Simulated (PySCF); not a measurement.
CH3ClSe.

```xyz
6

Se     0.5049    -0.4198     0.0000
Cl    -0.3291     1.6092     0.0000
C     -1.1909    -1.3896     0.0000
H     -0.9179    -2.4458     0.0000
H     -1.7540    -1.1504    -0.8975
H     -1.7540    -1.1504     0.8975
```

Geometry: B3LYP-D3(BJ)/def2-TZVP.

Level of theory: PBE0/pcSseg-2 (PySCF). Non-relativistic, no solvent.

Computed absolute GIAO shielding of each atom: isotropic value and principal components (ppm):
```csv
atom,σ(iso),σ11,σ22,σ33,span
Se1,612.5,-852.6,657.1,2032.8,2885.4
Cl2,968.1,610.4,1063.3,1230.6,620.2
C3,156.2,125.4,163.1,180.1,54.7
H4,29.6,25.0,25.5,38.4,13.3
H5,28.5,23.4,26.9,35.0,11.6
H6,28.5,23.4,26.9,35.0,11.6
```
